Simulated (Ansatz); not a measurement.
Cost and result for the atomization energy of C₂H₂ClFGe (`F[C]1=[C](Cl)[GeH2]1`) (7 atoms, 7 bonds).

```json
{"atom": "F1", "x (Å)": "1.4588", "y (Å)": "-1.4477", "z (Å)": "-1.0623"}
{"atom": "C2", "x (Å)": "0.6207", "y (Å)": "-0.6440", "z (Å)": "-0.4426"}
{"atom": "C3", "x (Å)": "-0.2626", "y (Å)": "-0.7505", "z (Å)": "0.5322"}
{"atom": "Cl4", "x (Å)": "-0.8619", "y (Å)": "-1.9478", "z (Å)": "1.5729"}
{"atom": "Ge5", "x (Å)": "-0.1964", "y (Å)": "1.0556", "z (Å)": "-0.1472"}
{"atom": "H6", "x (Å)": "0.5335", "y (Å)": "2.1568", "z (Å)": "0.6323"}
{"atom": "H7", "x (Å)": "-1.2921", "y (Å)": "1.5776", "z (Å)": "-1.0853"}
```

The species carries charge 0 and has multiplicity 1. Correlated methods include outer-core shells of Ge, which these sets cover unevenly. Scalar relativity is left out up to krypton. All single points use the PBE0-D4/def2-TZVP geometry. Program: Ansatz. All runs use 4 threads of a server CPU on a shared host. Times are those of one run each, without the atoms' runs, and a repeat can differ threefold. Electronic energies, without spin–orbit coupling; frozen cores. CCSD(T)/CBS adds CCSD(T) − MP2 in def2-TZVPP to the MP2 limit, and its time is that of the two runs behind it. T1 = 0.013. With those shells the extrapolation isn't a true limit. B3LYP takes the VWN-RPA correlation (the form of Gaussian; ORCA's B3LYP/G).

CCSD(T)/CBS is a level of theory with its own doubt, some kJ/mol a heavy atom from the limit and from the frozen cores, so smaller differences don't rank the functionals.

| level | functions | wall time | atomization (kJ/mol) | difference from CCSD(T)/CBS | per bond |
| --- | --- | --- | --- | --- | --- |
| LDA (SPW92)/def2-TZVPP | 211 | 0.85 s | 2871.9 | 512.4 | 73.2 |
| BLYP-D4/def2-TZVPP | 211 | 1.4 s | 2362.1 | 2.6 | 0.4 |
| PBE-D4/def2-TZVPP (with forces) | 211 | 1.6 s | 2484.1 | 124.6 | 17.8 |
| BHLYP-D4/def2-TZVPP | 211 | 2.5 s | 2216.3 | -143.2 | -20.5 |
| B3LYP-D4/def2-TZVPP (with forces) | 211 | 3.3 s | 2337.0 | -22.5 | -3.2 |
| r2SCAN-D4/def2-TZVPP (with forces) | 211 | 3.5 s | 2392.8 | 33.3 | 4.8 |
| PBE-QIDH/def2-TZVPP | 211 | 3.8 s | 2363.7 | 4.2 | 0.6 |
| r2SCANh-D4/def2-TZVPP | 211 | 4 s | 2361.6 | 2.1 | 0.3 |
| CCSD(T)/def2-SVP | 102 | 4.2 s | 2201.9 | -157.6 | -22.5 |
| ωB97X-V/def2-TZVPP | 211 | 5.5 s | 2369.7 | 10.2 | 1.5 |
| MP2/def2-QZVPP | 390 | 14 s | 2423.7 | 64.2 | 9.2 |
| CCSD(T)/def2-TZVPP | 211 | 88 s | 2290.5 | -69.0 | -9.9 |
| CCSD(T)/CBS(def2) | – | 100 s | 2359.5 | 0.0 | 0.0 |

Leaving LDA and LC-ωPBE aside and taking each functional with its dispersion term where it has one, the values spread over 267.8 kJ/mol, from BHLYP-D4 to PBE-D4. LDA lies +404.8 kJ/mol from PBE without D4, its usual overbinding. From PBE to PBE0 (25 % exact exchange), in def2-TZVPP and without D4, the atomization energy moves by −87.4 kJ/mol: exact exchange takes away binding that semilocal exchange gives to molecules. The D4 term adds +27.8 kJ/mol with B3LYP and +14.4 kJ/mol with PBE0; it sums over pairs of atoms, weighted by their polarisabilities, and B3LYP, whose exchange is more repulsive, gets the larger term.
